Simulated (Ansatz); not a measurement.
Ideal-gas functions of Mo$_{2}$, SMILES `[Mo]#[Mo]` at 600 K and 1 bar, from an Ansatz frequency run at PBE0-D4/def2-TZVP.

Molar mass 191.88 g/mol, point group D∞h (symmetry number 2), electronic degeneracy 1, moments of inertia 170.838 u Å². Harmonic wavenumbers (cm⁻¹, unscaled): 605.

Use S(trans) = R[1.5 ln M + 2.5 ln T − 1.1517]; rotational temperatures θ = 24.2544 K / I; S(rot) = R[ln(T/σθ) + 1]; for each mode x = 1.438777 ν̃/T, S = R[x/(eˣ − 1) − ln(1 − e⁻ˣ)] and H = RT x/(eˣ − 1); 1 cm⁻¹ = 0.0119627 kJ/mol; R = 8.31446 J/(mol·K).

Question: By hand: the entropy, in J/(mol·K).

Answer: Translation 189.0. Rotation: θ = 0.142 K, giving 72.0. Vibration, mode by mode: 5.91, in all 5.9. Electronic 0.0. Sum 266.9 J/(mol·K).

Question: By hand: H − E and G − E in kJ/mol, counted from the electronic energy.

Answer: Zero-point energy ½ × 605 × 0.0119627 = 3.6; thermal vibration 2.2; translation, rotation and pV give 3.5 RT = 17.5. H − E = 23.3 kJ/mol, and G − E = 23.3 − 600 × 266.9/1000 = -136.8 kJ/mol.

Vibration gives 2 % of the entropy.
